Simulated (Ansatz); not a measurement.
Basis-set extrapolation for `BSC(=C)CF` (PBE0-D4/def2-TZVP geometry, frozen core, Ansatz). Multiplicity 1, RHF reference.

```json
{"": "HF", "def2-TZVPP": "-638.805688", "def2-QZVPP": "-638.827483"}
{"": "MP2 correlation", "def2-TZVPP": "-1.038061", "def2-QZVPP": "-1.115590"}
{"": "CCSD(T) correlation", "def2-TZVPP": "-1.126552", "def2-QZVPP": "not run"}
```

Energies in hartree. Use E(X) = E(∞) + A·exp(−7.88·√X) for Hartree–Fock and E(X) = E(∞) + B·X^(−2.97) for correlation, with X = 3 and 4, and add CCSD(T) minus MP2 of the smaller set to the MP2 limit.

Problem. What is the CCSD(T) energy at the basis-set limit?

Solution. HF limit: -638.827483 + (-0.021795) × 0.13774 = -638.83049. MP2 limit: -1.115590 + (-0.077529) × 0.74074 = -1.17302. Higher-order term: -1.126552 − (-1.038061) = -0.08849. Total: -640.09200 hartree, 100.3 kcal/mol below CCSD(T)/def2-TZVPP.
